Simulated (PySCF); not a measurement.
**Carbon: a sound run and one with changed settings**

Sound run: C+ [He] 2s2 2p1, C(2+) [He] 2s2. All numbers are calculated (PySCF 2.14, the non-relativistic Hamiltonian (point nucleus), in aug-cc-pVDZ (4s3p2d, 23 functions)). In the sound run the correlated levels freeze 1s2. The sound run starts from symmetry-adapted Hartree-Fock orbitals and uses a fine grid where one is needed.

Changed run: all electrons correlated in a basis built for the valence shell.

```json
{"species": "C+", "method": "MP2", "sound run (hartree)": "-37.33191", "changed run (hartree)": "-37.33330", "converged": "yes"}
{"species": "C+", "method": "CCSD(T)", "sound run (hartree)": "-37.35820", "changed run (hartree)": "-37.35935", "converged": "yes"}
{"species": "C(2+)", "method": "MP2", "sound run (hartree)": "-36.44125", "changed run (hartree)": "-36.44269", "converged": "yes"}
{"species": "C(2+)", "method": "CCSD(T)", "sound run (hartree)": "-36.47366", "changed run (hartree)": "-36.47468", "converged": "yes"}
```

Ionisation energy of C+:

```json
{"method": "UHF", "sound run (eV)": "24.180", "changed run (eV)": "24.180"}
{"method": "MP2", "sound run (eV)": "24.236", "changed run (eV)": "24.235"}
{"method": "SCS-MP2", "sound run (eV)": "24.190", "changed run (eV)": "24.186"}
{"method": "CCSD", "sound run (eV)": "24.051", "changed run (eV)": "24.054"}
{"method": "CCSD(T)", "sound run (eV)": "24.070", "changed run (eV)": "24.073"}
```

A valence basis has no tight correlating functions, so it recovers only part of the core correlation, and not evenly between atom and ion.

For comparison, NIST gives 24.383 eV between the lowest levels.
